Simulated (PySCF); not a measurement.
# Calculated properties of `C(Cl)(c1cc(ccc1)F)=O`

C₇H₄ClFO.
Z-matrix (Å and degrees, GFN2-xTB geometry), rows numbered from 1:
```
O 
C   1  1.1894
Cl  2  1.7691  1  118.93
C   2  1.4685  1  126.60  3   179.95
C   4  1.3982  2  116.81  1    -0.08
C   5  1.3817  4  120.39  2  -179.96
C   6  1.3853  5  120.25  4    -0.01
C   7  1.3854  6  118.71  5    -0.00
F   8  1.3442  7  118.84  6  -180.00
C   8  1.3812  7  122.35  6    -0.00
H   5  1.0789  4  118.64  2     0.04
H   6  1.0787  5  120.04  4   179.99
H   7  1.0785  6  121.66  5   179.99
H  10  1.0778  4  121.45  2    -0.04
```

Some functional groups and rings: benzene ring, C–F bond and C–Cl bond.

**GFN2-xTB geometry**

```
Point group of the GFN2-xTB geometry                  : Cs
Rotational constants A, B, C of the GFN2-xTB geometry : 2.063, 0.774, 0.563 GHz
```

From PBE0/def2-SVPD ground state and vertical TDDFT (core frozen in the response) (PySCF):

```
Dipole moment                                                     : 3.09 D
HOMO energy                                                       : -7.97 eV
LUMO energy                                                       : -2.53 eV
HOMO–LUMO gap                                                     : 5.44 eV
Lowest singlet excitation                                         : 4.43 eV (280 nm, f = 0.000)
Strongest line among the 8 lowest singlet transitions             : S8 at 6.81 eV (182 nm, f = 0.363)
Lowest triplet excitation (Tamm–Dancoff)                          : 3.51 eV
Static isotropic polarisability                                   : 98.0 au
Electronic spatial extent ⟨r²⟩ about the centre of nuclear charge : 1779 bohr²
```

Monoisotopic mass from the formula: 157.9935 u.

The vertical singlet–triplet gap S1 − T1 is 0.92 eV (TDDFT singlet less Tamm–Dancoff triplet; S1: HOMO−2→LUMO, weight 0.94; T1: HOMO→LUMO, weight 0.72). The rotational constants make it an asymmetric top with κ = (2B − A − C)/(A − C) = -0.72, nearer the prolate limit (−1). The largest Löwdin shares of the LUMO are 0.21 on C2, 0.18 on O1, 0.13 on C7 and 0.11 on C4. S1 lies 1.01 eV below the HOMO–LUMO gap; its leading configuration is HOMO−2→LUMO, weight 0.94. No computed singlet falls in the visible range (750 to 380 nm, 1.65 to 3.26 eV); S1 lies 1.17 eV above its blue end.

The structure is a single GFN2-xTB conformer in the gas phase; no vibrational or solvent corrections.
